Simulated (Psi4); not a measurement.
Method: SAPT0/jun-cc-pVDZ, frozen core (Psi4).

Psi4 input:

```
molecule {
0 1
C -0.51756853 1.88975468 0.16666853
Al 0.00006455 0.00002617 -0.00014762
C -1.37575456 -1.40402981 0.04894266
C 1.89332899 -0.48571666 -0.21576782
H 0.32979283 2.59117690 0.09563536
H -1.02208087 2.07421602 1.13316108
H -1.25070637 2.16985458 -0.61184251
H -1.36566437 -1.99723883 -0.88406656
H -1.17637246 -2.12426856 0.86362425
H -2.39942363 -1.01919899 0.18704054
H 2.31730073 -0.02140912 -1.12524397
H 2.06902735 -1.57176870 -0.28414593
H 2.49805634 -0.10139769 0.62614200
--
0 1
O -0.20549325 0.14301279 -2.04717398
C -0.35716421 0.37389082 -3.16919180
S -0.56220987 0.68601746 -4.68606033
units angstrom
symmetry c1
no_reorient
no_com
}
set basis jun-cc-pvdz
set scf_type df
set freeze_core true
energy('sapt0')
```

Part of the output:

```
    SAPT Results
  --------------------------------------------------------------------------------------------------------
    Electrostatics                -32.15530209 [mEh]     -20.17775669 [kcal/mol]     -84.42373400 [kJ/mol]
      Elst10,r                    -32.15530209 [mEh]     -20.17775669 [kcal/mol]     -84.42373400 [kJ/mol]

    Exchange                       63.34745452 [mEh]      39.75112785 [kcal/mol]     166.31871893 [kJ/mol]
      Exch10                       63.34745452 [mEh]      39.75112785 [kcal/mol]     166.31871893 [kJ/mol]
      Exch10(S^2)                  62.07847034 [mEh]      38.95482825 [kcal/mol]     162.98700141 [kJ/mol]

    Induction                     -17.73352041 [mEh]     -11.12795206 [kcal/mol]     -46.55935142 [kJ/mol]
      Ind20,r                     -50.12167279 [mEh]     -31.45182452 [kcal/mol]    -131.59443379 [kJ/mol]
      Exch-Ind20,r                 36.61915484 [mEh]      22.97886659 [kcal/mol]      96.14357780 [kJ/mol]
      delta HF,r (2)               -4.23100246 [mEh]      -2.65499413 [kcal/mol]     -11.10849542 [kJ/mol]

    Dispersion                    -13.09003440 [mEh]      -8.21412060 [kcal/mol]     -34.36788058 [kJ/mol]
      Disp20                      -16.43974338 [mEh]     -10.31609472 [kcal/mol]     -43.16254030 [kJ/mol]
      Exch-Disp20                   3.34970898 [mEh]       2.10197412 [kcal/mol]       8.79465972 [kJ/mol]
      Disp20 (SS)                  -8.21987169 [mEh]      -5.15804736 [kcal/mol]     -21.58127015 [kJ/mol]
      Disp20 (OS)                  -8.21987169 [mEh]      -5.15804736 [kcal/mol]     -21.58127015 [kJ/mol]
      Exch-Disp20 (SS)              1.70655147 [mEh]       1.07087721 [kcal/mol]       4.48055026 [kJ/mol]
      Exch-Disp20 (OS)              1.64315751 [mEh]       1.03109691 [kcal/mol]       4.31410945 [kJ/mol]

  Total HF                         13.45863203 [mEh]       8.44541910 [kcal/mol]      35.33563352 [kJ/mol]
  Total SAPT0                       0.36859763 [mEh]       0.23129850 [kcal/mol]       0.96775293 [kJ/mol]
```
